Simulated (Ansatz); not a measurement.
H5Si, SMILES [SiH5-], charge -1.

Geometry: PBE0-D3(BJ)/def2-TZVPD.

Two levels are set side by side: PBE/def2-TZVPD (Ansatz, a quantum-chemistry and plane-wave program) and ωB97X-V/def2-TZVPD (Ansatz). Energy differences of separate SCF runs at the same geometry; the states with an electron removed or added have multiplicity 2. Differences are taken from unrounded values.

| quantity | ωB97X-V |
|---|---|
| vertical ionisation energy (eV) | 2.20 |
| vertical singlet–triplet gap (eV) | 3.66 |

Question: What does PBE give, and how far is it from ωB97X-V? (An estimate is asked for; the answer gives what the named calculation found.)

Answer: 
```csv
quantity,PBE,PBE minus ωB97X-V
vertical ionisation energy (eV),1.83,-0.37
vertical singlet–triplet gap (eV),2.86,-0.80
```
